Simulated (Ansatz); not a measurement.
CH4S2, SMILES `SCS` (H–S–C–S torsion -70°, S–C–S–H torsion 70°) (charge 0, multiplicity 1).

Z-matrix (Å, degrees):
```
C
H 1 1.0882
H 1 1.0907 2 107.52
S 1 1.8058 2 110.28 3 -114.24
H 4 1.3422 1 96.46 2 -57.79
S 1 1.8058 2 110.28 3 114.24
H 6 1.3422 1 96.46 2 57.79
```
Charge 0, multiplicity 1.

Frozen-core energies in 6-31g from Ansatz (a program for electronic structure) at a geometry from PBE0-D3(BJ)/def2-TZVP; the HF reference has <S^2> = 0.00 and the T1 diagnostic is 0.008.

```csv
level,energy (Ha)
HF,-835.10654
MP2,-835.30776
CCSD,-835.34139
CCSD(T),-835.34614
```

**Question.** Estimate the energies of CCSDT, CCSDT(Q) and CCSDTQ, and give each level's difference from CCSDTQ.

**Answer.** 
| level | energy (Ha) | difference from CCSDTQ (mHa) |
|---|---|---|
| MP2 | -835.30776 | 39.20 |
| CCSD | -835.34139 | 5.56 |
| CCSD(T) | -835.34614 | 0.82 |
| CCSDT | -835.34665 | 0.31 |
| CCSDT(Q) | -835.34696 | 0.00 |
| CCSDTQ | -835.34696 | 0.00 |
